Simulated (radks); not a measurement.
The nuclear charge of the chlorine ion Cl+ is varied continuously with 16 electrons held in [Ne] 3s2 3p4. Method: scalar-relativistic Kohn-Sham, SCAN, spin-unpolarised, spherical densities, finite nucleus; meta-GGA in the generalised Kohn-Sham scheme; Fermi nuclear charge, rms radius 3.3654 fm; computed with a radial shooting solver on a logarithmic mesh with Libxc functionals. By the Hellmann-Feynman theorem dE/dZ = E(electron-nucleus)/Z, the electronic potential at the nucleus (averaged over a nucleus of fixed radius). The scalar-relativistic energy here is not variational (the density holds large components alone), so the two differ by a part that grows with Z.

Z,E (hartree),E(electron-nucleus)/Z (hartree),HOMO,e(HOMO) (eV),<r> HOMO (bohr)
16,-399.23742,-59.4820,3p,-7.226,2.062
16.2,-411.23216,-60.4408,3p,-9.425,1.974
16.4,-423.42001,-61.3984,3p,-11.780,1.896
16.6,-435.79945,-62.3553,3p,-14.285,1.826
16.8,-448.36969,-63.3118,3p,-16.938,1.762
17,-461.13167,-64.2678,3p,-19.735,1.703
17.2,-474.08472,-65.2235,3p,-22.673,1.648
17.4,-487.22982,-66.1789,3p,-25.751,1.598
17.6,-500.56549,-67.1341,3p,-28.966,1.551
17.8,-514.09222,-68.0893,3p,-32.318,1.507
18,-527.81131,-69.0442,3p,-35.804,1.466

The central difference of E at Z = 17 is -64.288 hartree, to compare with the third column; the second derivative is -4.78 hartree.
